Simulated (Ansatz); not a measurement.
A run on CH8AlNOSi (`NCO[SiH2][AlH2]`) with other settings.

```yaml
crystal:
  periodic: [false, false, false]
  atoms:
    - {symbol: N, position_ang: [-2.462579, 0.495268, 0.685946]}
    - {symbol: C, position_ang: [-1.238817, -0.207220, 0.549584]}
    - {symbol: O, position_ang: [-0.679701, -0.093869, -0.755393]}
    - {symbol: Si, position_ang: [0.854673, -0.607631, -1.111848]}
    - {symbol: Al, position_ang: [2.606655, 0.507152, 0.228917]}
    - {symbol: H, position_ang: [-2.337716, 1.483697, 0.509905]}
    - {symbol: H, position_ang: [-3.157339, 0.144797, 0.039356]}
    - {symbol: H, position_ang: [-0.524950, 0.185342, 1.286329]}
    - {symbol: H, position_ang: [-1.413906, -1.266540, 0.770201]}
    - {symbol: H, position_ang: [1.032543, -0.329844, -2.564499]}
    - {symbol: H, position_ang: [0.955033, -2.094775, -0.945338]}
    - {symbol: H, position_ang: [4.141696, 0.208783, -0.063988]}
    - {symbol: H, position_ang: [2.244809, 1.539841, 1.385529]}
basis:
  gaussian: {orbitals: LANL2DZ, fitting: {mean_field: def2-universal-jkfit}}
hamiltonian: {xc: {name: B97M-V}}
```

```sh
$ ansatz run in.yaml --threads 4 --pin off --events-out ev --progress --plain --max-ram 10444MiB
```

Output, abridged:

```
Error: <dir> can't be read: No such file or directory (os error 2)
```
